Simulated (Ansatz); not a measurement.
System: HSe, net charge 0, doublet state. 
Coordinates optimised at B3LYP-D3(BJ)/def2-TZVP (Ansatz, a first-principles code):
SMILES: [SeH]
```xyz
2

Se     0.0000     0.0000    -0.0421
H      0.0000     0.0000     1.4328
```
Charge 0, spin multiplicity 2.

### Question
Give the harmonic wavenumbers at B3LYP-D3(BJ)/def2-TZVP (Ansatz, finite differences of forces, unscaled).

### Answer
2396 cm⁻¹. Zero-point energy 3.4 kcal/mol.

### Question
From these and the geometry, give the ideal-gas thermochemistry at 298.15 K and 1 atm (rigid rotor, harmonic oscillator).

### Answer
Point group C∞v, rotational symmetry number 1. Rotational constants 233.4, 233.4 GHz. S(trans) 39.05, S(rot) 8.51, S(vib) 0.00, S(elec, spin only) 1.38, S 48.9 cal/(mol K). H(298) - H(0) 2.07 kcal/mol; G - E(el) -9.1 kcal/mol.
